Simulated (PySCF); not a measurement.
## `C=CC(Cl)(Cl)[C@H](F)Cl`, C4H4Cl3F

Geometry (Å), atoms numbered from 1 in this order:
```xyz
12

C     2.0231    0.0655    0.2416
C     0.8792   -0.1456   -0.3806
C    -0.4216   -0.4551    0.2829
Cl   -0.8202   -2.1889   -0.0232
Cl   -0.4038   -0.2024    2.0356
C    -1.5818    0.3684   -0.2818
F    -1.7058    0.1600   -1.6131
Cl   -1.2623    2.0996   -0.0208
H     2.9223    0.2694   -0.3120
H     2.1029    0.0466    1.3150
H     0.8067   -0.1303   -1.4596
H    -2.5373    0.1121    0.1900
```

Method: GIAO B3LYP/pcSseg-1 magnetisability, rotational g tensor and spin-rotation constants, non-relativistic, gas phase (PySCF). Geometry: GFN2-xTB.

Problem. How diamagnetic is it, and how anisotropic?

Solution. Isotropic -1569 × 10⁻³⁰ J/T², or -94.5 × 10⁻⁶ cm³/mol; principal values -1776, -1523, -1408 × 10⁻³⁰ J/T², anisotropy 326 × 10⁻³⁰ J/T² (root of half the summed squared differences of the principal values). The susceptibility is in cgs units.

Problem. Split it along the inertial axes a, b, c into diamagnetic and paramagnetic parts about the centre of mass, with the quadrupole moment.

Solution. 
| axis | χ (10⁻⁶ cm³/mol) | diamagnetic (10⁻⁶ cm³/mol) | paramagnetic (10⁻⁶ cm³/mol) | summed x² of all electrons (Å²) | quadrupole Θ (D Å) |
| --- | --- | --- | --- | --- | --- |
| a | -102.1 | -928.1 | 826.0 | 184.6 | -6.47 |
| b | -93.8 | -1161.7 | 1067.9 | 129.5 | +0.09 |
| c | -87.6 | -1332.3 | 1244.7 | 89.3 | +6.38 |

Anisotropies 2χaa − χbb − χcc = -22.8 and 2χbb − χaa − χcc = +2.0 × 10⁻⁶ cm³/mol. Θ is traceless in Buckingham's convention.

Problem. And the rotational g tensor?

Solution. 
| axis | rotational constant (GHz) | g | nuclear part | electronic part |
| --- | --- | --- | --- | --- |
| a | 1.3887 | -0.0082 | 0.5307 | -0.5389 |
| b | 1.0461 | -0.0121 | 0.5127 | -0.5248 |
| c | 0.8800 | -0.0143 | 0.5003 | -0.5146 |

Asymmetric top; isotopes 12C, 35Cl, 19F, 1H; no vibrational averaging.
